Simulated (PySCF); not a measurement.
## How methods differ on the ionisation energy of In⁴⁰⁺

In⁴⁰⁺ [He] 2s2 2p5 (2P) → In⁴¹⁺ [He] 2s2 2p4 (3P), as a difference of total energies. Calculation: PySCF 2.14, in an even-tempered Gaussian basis (19 s from 16 bohr⁻², ratio 2.2; 12 p from 21 bohr⁻², ratio 2.2; 6 d from 91 bohr⁻², ratio 2.4; 5 f from 140 bohr⁻², ratio 2.4; 4 g from 200 bohr⁻², ratio 2.4); the spin-free X2C one-electron Hamiltonian (Gaussian nucleus). Correlated levels: nothing frozen; virtual orbitals above 40 to 60 times the deepest correlated orbital energy dropped. The calculations carry no spin-orbit coupling.

```tsv
method	ionisation energy (eV)
UHF	6394.6
LDA	6392.1
PBE	6394.5
PBE0	6395.0
r2SCAN	6397.9
M06-2X	6395.6
BLYP	6395.3
MP2 (all electrons)	6396.3
SCS-MP2 (all electrons)	6396.3
```

Spin-orbit coupling is strong in these open shells (close to jj coupling). The scalar numbers leave it out and a first-order estimate fails, so it can dominate the gap to the real levels.

For this ion Breit and QED terms and the two-electron picture change, all absent here, outweigh the differences among the correlated methods.

For comparison: 6331 ± 10 eV (semi-empirical (NIST evaluation); NIST Atomic Spectra Database, ionization energies).
